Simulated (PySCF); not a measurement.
Isomers of C2H16Si5, one GFN2-xTB conformer each. Single-point energies are computed at PBE0/pcSseg-1 (PySCF, gas phase, no added dispersion term), electronic only.

Task: Rank them by PBE0/pcSseg-1 energy, lowest first (kcal/mol).
A. `[CH3:1][CH2:2][SiH2:3][Si@@H:4]([SiH3:5])[SiH2:6][SiH3:7]` with C1–C2–Si3–Si4 -178°, C2–Si3–Si4–Si5 -63°, Si3–Si4–Si6–Si7 63°
B. `[CH3:1][SiH2:2][Si@@H:3]([CH2:4][SiH3:5])[SiH2:6][SiH3:7]` with C1–Si2–Si3–C4 -168°, Si2–Si3–C4–Si5 -173°, Si2–Si3–Si6–Si7 -79°
C. `[CH3:1][SiH2:2][SiH2:3][SiH2:4][SiH2:5][CH2:6][SiH3:7]` with C1–Si2–Si3–Si4 58°, Si2–Si3–Si4–Si5 61°, Si3–Si4–Si5–C6 -175°, Si4–Si5–C6–Si7 68°
D. `[CH3:1][Si@@H:2]([SiH3:3])[Si@@H:4]([SiH3:5])[CH2:6][SiH3:7]` with C1–Si2–Si4–Si5 -48°, Si2–Si4–C6–Si7 171°
E. `C[SiH](C)[Si]([SiH3])([SiH3])[SiH3]`

Result: E (0.0), C (8.9), B (10.2), D (10.7), A (14.7).

Neighbours under 2.5 kcal/mol apart (C[SiH2][SiH2][SiH2][SiH2]C[SiH3] and C[SiH2][Si@@H](C[SiH3])[SiH2][SiH3]; C[SiH2][Si@@H](C[SiH3])[SiH2][SiH3] and C[Si@@H]([SiH3])[Si@@H]([SiH3])C[SiH3]) can change places with a better method, another conformer or zero-point energy. GFN2-xTB itself gives, in the same order: 6.7, 1.4, 0.0, 1.0, 3.2. GFN2-xTB puts C[SiH2][Si@@H](C[SiH3])[SiH2][SiH3] lowest instead; measured from each level's own lowest isomer, the values differ by up to 11.5 kcal/mol (CC[SiH2][Si@@H]([SiH3])[SiH2][SiH3]: 3.2 against 14.7).

Task: Which frontier levels, dipoles and rotational constants go with these structures?

Result: 
| SMILES | HOMO (eV, PBE0/pcSseg-1) | LUMO (eV) | dipole (D) | A, B, C (MHz) |
| --- | --- | --- | --- | --- |
| C[SiH](C)[Si]([SiH3])([SiH3])[SiH3] | -7.84 | -0.34 | 1.00 | 882.5, 682.0, 618.5 |
| C[SiH2][SiH2][SiH2][SiH2]C[SiH3] | -8.05 | -0.48 | 0.55 | 1457, 387.4, 348.5 |
| C[SiH2][Si@@H](C[SiH3])[SiH2][SiH3] | -7.81 | -0.73 | 0.58 | 911.3, 635.7, 435.7 |
| C[Si@@H]([SiH3])[Si@@H]([SiH3])C[SiH3] | -7.74 | -0.60 | 1.16 | 1411, 444.8, 405.4 |
| CC[SiH2][Si@@H]([SiH3])[SiH2][SiH3] | -7.97 | -0.86 | 0.56 | 867.2, 582.0, 396.6 |
